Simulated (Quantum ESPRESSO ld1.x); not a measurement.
The numbers below are computed, except where a source is named.
Problem. All-electron atom: Cs1.625+ in [Kr] 4d10 5s1.375 5p6 (fractional occupations, a model configuration). Code: ld1.x of Quantum ESPRESSO 7.5. Model: Dirac Kohn-Sham, LDA (Slater exchange, Perdew-Zunger correlation), spin-unpolarised, spherical densities, point nucleus.

Spin-orbit splittings of the eigenvalues, e(l+1/2) - e(l-1/2), with zeta = 2 splitting/(2l+1) and mean radii in bohr:

shell  occ.  splitting (eV)  zeta (eV)  <r> j=l-1/2  <r> j=l+1/2
2p        6           351.8      234.5      0.09407      0.09996
3p        6               ?          ?       0.2890       0.3008
3d       10           14.32      5.729       0.2715       0.2752
4p        6           13.88      9.252       0.7205       0.7484
4d       10           2.304     0.9214       0.8301       0.8405
5p        6           1.821      1.214        1.948        2.032

Estimate the 3p splitting.

Solution. 67.39 eV (zeta = 44.93 eV).
